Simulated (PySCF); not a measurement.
C₃H₃F₃. Atoms are numbered in the order given.

```xyz
9

F      1.6980    -0.0817    -0.8734
C      0.9545     0.2128     0.2102
C     -0.0893     1.3089     0.0814
C     -0.4886    -0.1159     0.1867
F     -0.9958    -0.7266    -0.8823
F     -1.0710    -0.5558     1.3062
H      1.4976     0.1133     1.1566
H     -0.2523     1.9750     0.9321
H     -0.1859     1.7533    -0.9131
```

Geometry optimised at PBE0-D3(BJ)/def2-SVP. The structure was generated by enumeration; whether it is a known compound was not checked.

Computed with PBE/pcSseg-1 (PySCF).

GIAO shieldings, no solvent; atoms listed in one row are averaged. δ = σ(ref) − σ: ¹⁹F against CFCl3 (σ = 133.6 ppm); ¹³C against TMS (σ = 182.0 ppm); ¹H against TMS (σ = 31.49 ppm), references at their B3LYP-D3(BJ)/def2-TZVP geometries, non-relativistic.

Computed chemical shifts:
| nucleus | atoms | count | δ (ppm) |
|---|---|---|---|
| ¹⁹F | F6 | 1 | -171.0 |
| ¹⁹F | F5 | 1 | -189.0 |
| ¹⁹F | F1 | 1 | -267.9 |
| ¹³C | C4 | 1 | 117.1 |
| ¹³C | C2 | 1 | 77.0 |
| ¹³C | C3 | 1 | 22.7 |
| ¹H | H7 | 1 | 4.77 |
| ¹H | H8, H9 | 2 | 1.68 |
